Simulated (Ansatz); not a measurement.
Job for Ansatz (a quantum-chemistry and plane-wave program): R-MP2/aug-cc-pV(T+d)Z on CCl2 (SMILES Cl[C]Cl), atoms moved off the minimum. Files ending in .json are basis or fitting sets from the Basis Set Exchange.

Ansatz 0.2 input:
```yaml
crystal:
  periodic: [false, false, false]
  atoms:
    - {symbol: Cl, position_ang: [-1.39490567, -0.23208377, 0.02116518]}
    - {symbol: C, position_ang: [-0.09069680, 0.83173595, 0.02622573]}
    - {symbol: Cl, position_ang: [1.42848019, -0.14157771, -0.04362507]}
basis:
  gaussian:
    orbitals: aug-cc-pV_T+d_Z.json
magnetization: {spin_polarized: false}
correlation: {method: mp2, electrons: outside_noble_gas}
scf: {lower_state_search: off}
output: {forces: true}
```

The head of its log:

```
WARN ansatz: RAYON_NUM_THREADS=4 ignored (pool sized by the plan → 4); use --threads N
Functional definition: HF
these checks for a lower state are left out or cut short: starts, cluster_reference, orbital_swaps, neighbouring_geometries, increment
integrals: 0.17 GiB planned
933 factors; integrals over basis functions are off by at most 4.1e-4 eV
mean field: 0.48 GiB planned
mean field evaluation 1: about -26034.6080 eV, gradient 1.8e1 eV
mean field evaluation 2: about -26034.7552 eV, gradient 1.8e1 eV
mean field evaluation 4: about -26035.9440 eV, gradient 3.0e0 eV
mean field evaluation 8: about -26036.0555 eV, gradient 1.4e-1 eV
mean field -26036.05573739 eV, -956.8074004765 hartree, gradient 2.5e-6 eV, S^2 0.000000; 0 other end points of the search recorded, 0 dependent functions left out; unrestricted orbitals would lower it
11 core orbitals not correlated
reference -26036.05573739 eV, -956.8074004765 hartree; 9, 9 occupied and 136, 136 virtual orbitals, 933 factors
densities: 0.50 GiB planned
```

What total energy does the run end on?

-957.3359 hartree.
